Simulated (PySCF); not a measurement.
Molecule: `CC[C@H](C)OC(F)F`, C₅H₁₀F₂O.

Geometry:
```csv
atom,x (Å),y (Å),z (Å)
C1,1.999,1.033,0.135
C2,1.342,-0.208,-0.455
C3,-0.066,-0.432,0.096
C4,-0.674,-1.739,-0.402
O5,-0.861,0.689,-0.329
C6,-1.914,1.004,0.428
F7,-2.242,2.288,0.207
F8,-3.031,0.286,0.104
H9,1.404,1.913,-0.093
H10,2.089,0.945,1.215
H11,2.993,1.169,-0.283
H12,1.270,-0.104,-1.538
H13,1.941,-1.092,-0.232
H14,-0.035,-0.431,1.198
H15,-0.072,-2.579,-0.064
H16,-1.687,-1.862,-0.028
H17,-0.706,-1.737,-1.488
H18,-1.761,0.864,1.519
```

Geometry GFN2-xTB throughout; GIAO in PySCF, gas phase, one conformer, non-relativistic; equivalent atoms averaged; basis pcSseg-1.

(1) How do the absolute shieldings σ depend on the functional? (a selection of nuclei; ppm; last column core-seconds on 1 thread of an AMD EPYC 7R43 64-Core, shared host; the GGAs took longer than the global hybrids here, which isn't the general rule, and the cause wasn't traced)

(2) Which nucleus among those listed moves most, in ppm?

Answers

(1) 
```tsv
functional	kind	C6	C2	C4	O5	F7	H18	H14	H12	H15/H16/H17	core-s
BLYP	GGA	44.5	140.3	152.1	176.4	245.5	25.20	28.22	30.13	30.38	63
KT2	GGA	58.1	150.0	160.4	182.6	247.5	25.12	28.03	29.95	30.22	54
OLYP	GGA	56.1	147.4	158.8	187.1	253.1	25.22	28.16	30.05	30.35	59
PBE0	global hybrid	59.5	152.3	162.1	197.7	266.1	25.44	28.26	30.05	30.30	48
```

(2) O5 (ether oxygen): from 176.4 ppm with BLYP to 197.7 ppm with PBE0. The smallest spread is 0.17 ppm, at H15/H16/H17. Proton shifts span only some 12 ppm, so a few tenths of a ppm matter as much there as several ppm in carbon.
